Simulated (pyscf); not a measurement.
`[OH][Al]` [singlet] -> `[O]=[AlH]`, a hydrogen shift (singlet surface; H–O broken, Al–H formed). Single points on ωB97X-D3(BJ)/def2-SVP structures (PySCF, gas phase). MP2 and CC: frozen core, UHF for open shells. ΔMP2 is the change of the MP2 total energy from the triple- to the quadruple-zeta basis. Energies in kcal/mol from the reactant's lowest minimum found.

Small-basis levels: PySCF, no dispersion term, spherical d functions. AM1 to PM7: differences of heats of formation from MOPAC. 

| level | barrier | reaction energy |
|---|---|---|
| HF/3-21G | 117.2 | +67.4 |
| SVWN5/6-31G* | 71.5 | +38.5 |
| PBE/6-31G* | 69.5 | +34.7 |
| B3LYP/STO-3G | 57.9 | +10.4 |
| B3LYP/6-31G* | 78.2 | +38.5 |
| B3LYP/6-311+G** | 84.2 | +42.8 |
| PBE/def2-SVP | 74.7 | +38.0 |
| AM1 | 75.9 | +20.6 |
| PM3 | 81.7 | +26.1 |
| CCSD(T)/def2-TZVPP + ΔMP2(QZVPP) | 80.0 | +40.7 |

Against the last row the barrier runs from -22.1 (B3LYP/STO-3G) to +37.2 kcal/mol (HF/3-21G). CCSD(T)/def2-TZVPP + ΔMP2(QZVPP) has limits of its own. One closed-shell reference is unstable to symmetry breaking; treat the single-reference values with care. The CCSD(T) − MP2 part came from Ansatz, without density fitting, on the same reference. The largest closed-shell T1 diagnostic is 0.035, which may signal static correlation.
